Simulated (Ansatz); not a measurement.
Gas-phase electronic energies from Ansatz, PBE0-D4/def2-TZVP geometries. CCSD(T)/CBS is the MP2 limit (def2-TZVPP, def2-QZVPP) plus CCSD(T) − MP2 in def2-TZVPP, frozen cores. DFT in def2-TZVPP. B3LYP here is the variant with VWN-RPA as its local correlation; programs differ in this. For Ge outer-core shells are correlated without core-valence functions, which leaves a few kJ/mol of doubt a bond. Scalar relativity is left out up to krypton. One conformer a species, not always the lowest.

Consider the isomerisation: `C[O][GeH]([NH2])[Cl]` → `[NH2][GeH]([OH])[CH2]Cl`.

```json
{"level": "PBE-D4", "ΔE (kJ/mol)": "65.5", "difference from CCSD(T)/CBS": "3.7"}
{"level": "r2SCAN-D4", "ΔE (kJ/mol)": "71.8", "difference from CCSD(T)/CBS": "10.0"}
{"level": "B3LYP-D4", "ΔE (kJ/mol)": "72.6", "difference from CCSD(T)/CBS": "10.8"}
{"level": "ωB97X-V", "ΔE (kJ/mol)": "70.9", "difference from CCSD(T)/CBS": "9.1"}
{"level": "ωB97M-V", "ΔE (kJ/mol)": "68.2", "difference from CCSD(T)/CBS": "6.4"}
{"level": "B2PLYP", "ΔE (kJ/mol)": "70.9", "difference from CCSD(T)/CBS": "9.1"}
{"level": "CCSD/def2-TZVPP", "ΔE (kJ/mol)": "68.3", "difference from CCSD(T)/CBS": "6.5"}
{"level": "HF/def2-QZVPP", "ΔE (kJ/mol)": "87.9", "difference from CCSD(T)/CBS": "26.1"}
{"level": "MP2/def2-QZVPP", "ΔE (kJ/mol)": "61.7", "difference from CCSD(T)/CBS": "-0.1"}
{"level": "CCSD/CBS(def2)", "ΔE (kJ/mol)": "63.5", "difference from CCSD(T)/CBS": "1.7"}
{"level": "CCSD(T)/CBS", "ΔE (kJ/mol)": "61.8", "difference from CCSD(T)/CBS": "0"}
```

Largest T1 diagnostic among the species: 0.011.

In def2-TZVPP, CCSD(T) changes the Hartree–Fock value by −21.1 kJ/mol (the triples alone add −1.8 kJ/mol) and MP2 by −23.2 kJ/mol.
